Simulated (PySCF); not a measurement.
Radial density of C²⁺ (carbon, charge +2)

UHF, [He] 2s1 3d1, high-spin 3D determinant (an excited configuration). Calculation: PySCF 2.14, in dyall-acv3z (15s9p4d2f, 76 functions); the non-relativistic Hamiltonian (point nucleus).

```
r (bohr)  4πr²ρ (e/bohr)  4πr²(ρα − ρβ)
 0.00362         0.01994         0.0008
 0.00608         0.05480         0.0021
  0.0102          0.1475         0.0056
  0.0172          0.3840         0.0147
  0.0289          0.9441         0.0359
  0.0487           2.112         0.0794
  0.0819           4.035         0.1460
   0.138           5.932         0.1890
   0.232           5.653         0.1055
   0.390           2.668        -0.0055
   0.655          0.7957         0.3887
    1.10          0.9283         0.9192
    1.85          0.5517         0.5517
    3.12          0.3217         0.3217
    5.25         0.09690         0.0969
    8.82       0.0001654         0.0002
```

The outer electron is Rydberg-like, and this basis confines it to a smaller radius and binds it less than a complete one would.

(1) Where is the radial spin density 4πr²(ρα − ρβ) most negative, and why is it negative at all?

Results:

(1) Around r = 0.390 bohr, down to -0.0055 e/bohr: exchange with the open shell polarises the paired shells in an unrestricted calculation.
